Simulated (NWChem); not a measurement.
System: arsine (AsH$_{3}$); SMILES [AsH3]

Excerpt of the output:

```
             Northwest Computational Chemistry Package (NWChem) 7.3.0
             --------------------------------------------------------

 C3  symmetry detected

                             Geometry "geometry" -> ""
                             -------------------------

 Output coordinates in angstroms (scale by  1.889725989 to convert to a.u.)

  No.       Tag          Charge          X              Y              Z
 ---- ---------------- ---------- -------------- -------------- --------------
    1 As                  33.0000     0.00000000    -0.00000000     0.07061163
    2 H                    1.0000     0.77109727     1.00105345    -0.77672796
    3 H                    1.0000     0.48138909    -1.16831655    -0.77672796
    4 H                    1.0000    -1.25248636     0.16726310    -0.77672796

 Effective nuclear repulsion energy (a.u.)      35.1595990258

      Symmetry information
      --------------------

 Group name             C3
 Group number              5
 Group order               3
 No. of unique centers     2

                                 NWChem DFT Module
                                 -----------------

 Summary of "ao basis" -> "ao basis" (spherical)
 ------------------------------------------------------------------------------
       Tag                 Description            Shells   Functions and Types
 ---------------- ------------------------------  ------  ---------------------
 As                          6-31g*                 12       32   5s4p3d
 H                           6-31g*                  2        2   2s

      Symmetry analysis of basis
      --------------------------

        a          14
        e+         12
        e-         12

  Rotation of axis

            General Information
            -------------------
          SCF calculation type: DFT
          Wavefunction type:  closed shell.
          No. of atoms     :     4
          No. of electrons :    36
           Alpha electrons :    18
            Beta electrons :    18
          Charge           :     0
          Spin multiplicity:     1
          Use of symmetry is: on ; symmetry adaption is: on
          Maximum number of iterations: 200
          AO basis - number of functions:    38
                     number of shells:    18
          Convergence on energy requested:  1.00D-06
          Convergence on density requested:  1.00D-05
          Convergence on gradient requested:  5.00D-04

              XC Information
              --------------
                         B3LYP Method XC Potential
                     Hartree-Fock (Exact) Exchange  0.200
                        Slater Exchange Functional  0.800 local
                    Becke 1988 Exchange Functional  0.720 non-local
              Lee-Yang-Parr Correlation Functional  0.810
                  VWN I RPA Correlation Functional  0.190 local

             Grid Information
             ----------------
          Grid used for XC integration:  medium
          Radial quadrature: Mura-Knowles
          Angular quadrature: Lebedev.
          Tag              B.-S. Rad. Rad. Pts. Rad. Cut. Ang. Pts.
          ---              ---------- --------- --------- ---------
          As                  1.15      112           7.0       590
          H                   0.35       45           7.0       434
          Grid pruning is: on
          Number of quadrature shells:   157
          Spatial weights used:  Erf1

      Non-variational initial energy
      ------------------------------

 Total energy =      35.159599
 1-e energy   =       0.000000
 2-e energy   =       0.000000
 HOMO         =     -26.334677
 LUMO         =     -26.333226

      Symmetry analysis of molecular orbitals - initial
      -------------------------------------------------

  Numbering of irreducible representations:

     1 a           2 e+          3 e-

  Orbital symmetries:

     1 a           2 a           3 e+          4 e+          5 a
     6 e+          7 e+          8 a           9 e+         10 e+
    11 a          12 e+         13 e+         14 a          15 e+
    16 e+         17 e+         18 e+         19 a          20 a
    21 e+         22 e+         23 a          24 e+         25 e+
    26 e+         27 e+         28 a

   convergence    iter        energy       DeltaE   RMS-Dens  Diis-err
 ---------------- ----- ----------------- --------- --------- ---------
 d= 0,ls=0.0,diis     1  -2187.6594071771 -2.22D+03  1.86D+00  1.33D+02
 Warning: spatial symmetry breaking: alpha =  6.26D-01
 d= 0,ls=0.0,diis     2  -2116.8030933348  7.09D+01  5.16D-01  1.83D+03
 Warning: spatial symmetry breaking: alpha =  1.73D-01
 d= 0,ls=0.5,diis     3  -2171.3036286626 -5.45D+01  1.50D+00  4.81D+02
 Warning: spatial symmetry breaking: alpha =  9.52D-02
 d= 0,ls=0.5,diis     4  -2220.0302023009 -4.87D+01  6.76D-02  3.93D+02
 Warning: spatial symmetry breaking: alpha =  4.04D-02
 d= 0,ls=0.5,diis     5  -2225.5140597251 -5.48D+00  6.55D-02  3.01D+02
 Warning: spatial symmetry breaking: alpha =  9.66D-03
 d= 0,ls=0.5,diis     6  -2234.0878034921 -8.57D+00  5.33D-02  7.90D+01
 Warning: spatial symmetry breaking: alpha =  2.26D-03
 d= 0,ls=0.5,diis     7  -2237.2408079862 -3.15D+00  1.52D-02  3.03D+00
 Warning: spatial symmetry breaking: alpha =  1.11D-03
 d= 0,ls=0.5,diis     8  -2237.4004629787 -1.60D-01  6.76D-03  8.46D-02
  Resetting Diis
 Warning: spatial symmetry breaking: alpha =  6.07D-04
 d= 0,ls=0.5,diis     9  -2237.4117243849 -1.13D-02  2.19D-03  4.43D-03
 Warning: spatial symmetry breaking: alpha =  3.34D-04
 d= 0,ls=0.5,diis    10  -2237.4126195513 -8.95D-04  1.31D-03  8.06D-04
 Warning: spatial symmetry breaking: alpha =  1.85D-04
 d= 0,ls=0.5,diis    11  -2237.4128312166 -2.12D-04  5.35D-04  2.73D-04
 Warning: spatial symmetry breaking: alpha =  1.03D-04
 d= 0,ls=0.5,diis    12  -2237.4128741672 -4.30D-05  2.98D-04  3.74D-05
 d= 0,ls=0.5,diis    13  -2237.4128868366 -1.27D-05  1.78D-04  9.91D-06
 d= 0,ls=0.5,diis    14  -2237.4128911071 -4.27D-06  1.04D-04  3.19D-06
 d= 0,ls=0.5,diis    15  -2237.4128925761 -1.47D-06  5.92D-05  1.05D-06
 d= 0,ls=0.5,diis    16  -2237.4128930632 -4.87D-07  3.37D-05  3.49D-07
 d= 0,ls=0.5,diis    17  -2237.4128932245 -1.61D-07  1.91D-05  1.15D-07
 d= 0,ls=0.5,diis    18  -2237.4128932777 -5.33D-08  1.09D-05  3.75D-08
 d= 0,ls=0.5,diis    19  -2237.4128932952 -1.75D-08  6.21D-06  1.23D-08

         Total DFT energy =    -2237.412893300957
      One electron energy =    -3185.342358283301
           Coulomb energy =      996.933216004099
    Exchange-Corr. energy =      -84.163350047549
 Nuclear repulsion energy =       35.159599025793

 Numeric. integr. density =       36.000020757840

                  Occupations of the irreducible representations
                  ----------------------------------------------

                     irrep           alpha         beta
                     --------     --------     --------
                     a                 8.0          8.0
                     e+               10.0         10.0
                     e-                0.0          0.0

                       DFT Final Molecular Orbital Analysis
                       ------------------------------------

 Vector   16  Occ=2.000000D+00  E=-3.677342D-01  Symmetry=e+
              MO Center= -2.2D-01, -3.0D-01, -4.4D-01, r^2= 2.0D+00
   Bfn.  Coefficient  Atom+Function         Bfn.  Coefficient  Atom+Function
  ----- ------------  ---------------      ----- ------------  ---------------
    11      0.386723  1 As px                12     -0.305696  1 As py
    36      0.238930  3 H  s                 38     -0.235492  4 H  s
    35      0.234179  3 H  s                 37     -0.230810  4 H  s
     7     -0.168958  1 As px                 8      0.133558  1 As py
    15      0.082820  1 As px                16     -0.065468  1 As py

 Vector   17  Occ=2.000000D+00  E=-3.677342D-01  Symmetry=e+
              MO Center=  2.2D-01,  3.0D-01, -4.4D-01, r^2= 2.0D+00
   Bfn.  Coefficient  Atom+Function         Bfn.  Coefficient  Atom+Function
  ----- ------------  ---------------      ----- ------------  ---------------
    12      0.386722  1 As py                11      0.305695  1 As px
    34      0.273911  2 H  s                 33      0.268462  2 H  s
     8     -0.168957  1 As py                38     -0.139933  4 H  s
    37     -0.137149  4 H  s                  7     -0.133557  1 As px
    36     -0.133978  3 H  s                 35     -0.131313  3 H  s

 Vector   18  Occ=2.000000D+00  E=-2.771287D-01  Symmetry=a
              MO Center= -2.5D-15,  3.2D-16,  2.4D-01, r^2= 2.1D+00
   Bfn.  Coefficient  Atom+Function         Bfn.  Coefficient  Atom+Function
  ----- ------------  ---------------      ----- ------------  ---------------
    13      0.561000  1 As pz                10     -0.425233  1 As s
    17      0.249675  1 As pz                 9     -0.240078  1 As pz
    14      0.187390  1 As s                  6      0.167628  1 As s
    34     -0.126457  2 H  s                 36     -0.126457  3 H  s
    38     -0.126457  4 H  s                 33     -0.116723  2 H  s

[...]

                         DFT ENERGY GRADIENTS

    atom               coordinates                        gradient
                 x          y          z           x          y          z
   1 As      0.000000  -0.000000   0.133437    0.000000  -0.000000  -0.007232
   2 H       1.457163   1.891717  -1.467803   -0.001835  -0.002382   0.002411
   3 H       0.909693  -2.207798  -1.467803   -0.001146   0.002781   0.002411
   4 H      -2.366856   0.316081  -1.467803    0.002981  -0.000398   0.002411
```

Level: B3LYP/6-31G* (spherical d). Coordinates come from a PBE0-D3(BJ)/def2-TZVP optimisation. B3LYP is NWChem's, with the RPA form of VWN correlation.

Question: Which NWChem input produces such a log?

Answer: This is not unique; one that fits is the input that was run:
```
start job
memory heap 200 mb stack 900 mb global 1100 mb
geometry units angstroms noautoz
  As     0.005712    -0.004072     0.051836
  H     -1.290903     0.412510    -0.626371
  H      0.825465     0.935846    -0.819501
  H      0.203130    -1.160153    -0.917271
end
basis spherical
  * library 6-31g*
end
dft
  xc b3lyp
  iterations 200
  vectors input hcore
end
task dft gradient
```
